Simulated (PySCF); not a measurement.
Task: What does the PBE0-D3(BJ)/def2-SVP structure of `C#CP1CCCCCC1` look like in three dimensions?

Result: 
```
atom  x, y, z in Å
C1     3.969   -0.931    0.342
C2     2.811   -0.619    0.548
P3     1.150   -0.166    0.974
C4     0.886    1.179   -0.291
C5    -0.428    1.936   -0.097
C6    -1.633    1.094    0.326
C7    -1.884   -0.200   -0.461
C8    -1.263   -1.454    0.157
C9     0.258   -1.557    0.107
H10    4.990   -1.209    0.155
H11    1.741    1.869   -0.223
H12    0.938    0.713   -1.289
H13   -0.661    2.461   -1.040
H14   -0.285    2.725    0.659
H15   -1.533    0.836    1.396
H16   -2.526    1.738    0.267
H17   -1.546   -0.085   -1.507
H18   -2.971   -0.369   -0.520
H19   -1.600   -1.528    1.206
H20   -1.673   -2.342   -0.353
H21    0.585   -2.489    0.594
H22    0.612   -1.598   -0.937
```

Any rigid rotation of these coordinates is as good. Atoms count from 1 in this order. Of the pairs four or more bonds apart, P3···H15 is among the closest relative to their van der Waals radii: 2.90 Å, 97 % of the sum of Bondi's values. The C–C distances run from 1.217 Å (C1≡C2, drawn triple) to 1.535 Å (C6–C7, drawn single), a spread of 0.318 Å. The 7-membered ring P3–C4–C5–C6–C7–C8–C9 has internal angles of 98.9° to 116.8°; it is puckered, 0.38 Å rms from its mean plane, widest ring torsion 94°. The 3 C–P bonds span 1.773 Å (C2–P3, drawn single) to 1.866 Å (P3–C9, drawn single), a spread of 0.093 Å.

Bonds between heavy atoms (Å): C1≡C2 1.217, C2–P3 1.773, P3–C4 1.865, C4–C5 1.529, C5–C6 1.530, C6–C7 1.535, C7–C8 1.530, C8–C9 1.525, P3–C9 1.866.

Method: PBE0-D3(BJ)/def2-SVP geometry optimisation, gas phase (PySCF).

Point group: C1 (no symmetry element, even within 0.4 Å). No frequency check. The numbers are those of one conformer (C2–P3–C4–C5 -173°, P3–C4–C5–C6 -39°, C4–C5–C6–C7 -48°, C5–C6–C7–C8 94°).
